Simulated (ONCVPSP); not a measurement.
Varying the ONCV potential for bismuth (Bi)

Base potential:

```
Element                 : Bi (Z = 83)
Generator               : ONCVPSP 4.0.1
Type                    : optimised norm-conserving Vanderbilt (ONCV)
Functional              : PBE
Relativity              : scalar-relativistic
Frozen core             : [Kr] 4d10 4f14
Valence charge          : 23
Reference configuration : 5s2 5p6 5d10 6s2 6p3
Partial waves           : 5s+6s: rc 1.25 bohr, ncon 4, nbas 7, qcut 9.6 1/bohr, 2 projectors; 5p+6p: rc 1.40 bohr, ncon 4, nbas 7, qcut 7.9 1/bohr, 2 projectors; 5d: rc 1.90 bohr, ncon 3, nbas 7, qcut 6.8 1/bohr, 2 projectors, debl 2.2 Ha
Local potential         : polynomial inside 1.10 bohr (lpopt 5, dvloc0 0 Ha)
Core correction         : Teter function, fcfact 2.75, rcfact 1
```

Cutoffs, loose and tight: the cutoffs (Ha) at which the residual kinetic energy of the hardest occupied pseudo-wave falls to 1 and 0.1 mHa per electron. They do not see the model core or the augmentation charge, which bear on the density cutoff. Test errors are all-electron minus pseudo excitation energies from the reference, over the configurations 5s2 5p6 5d10 6s2 6p2; 5s2 5p6 5d10 6s2 6p1; 5s2 5p6 5d10 6s2 6p0; 5s2 5p6 5d10 6s1 6p4. A dash means not determined; rows that change the core or the reference have their own tests.

| change | outcome | cutoff, loose | cutoff, tight | bound ghosts | GHOST(+) flags above zero | largest test error (meV) |
| --- | --- | --- | --- | --- | --- | --- |
| base | generated | 38 Ha | 43 Ha | none | s | -26 |
| s: ncon 3, nbas 6 | generated | 36 Ha | 41 Ha | none | s | -26 |
| local potential polynomial inside 0.95 bohr (lpopt 5, dvloc0 0 Ha) | generated | 38 Ha | 43 Ha | none | s, d | -26 |
| core correction Teter function, fcfact 6.6, rcfact 1 | generated | 38 Ha | 43 Ha | none | s | -26 |
| p: nbas 8 | generated | 38 Ha | 43 Ha | none | s | -26 |

What comes out with this change to the base: s: rc 1.72?

outcome: generated; cutoff, loose: 27 Ha; cutoff, tight: 41 Ha; bound ghosts: none; GHOST(+) flags above zero: none; largest test error (meV): -24.
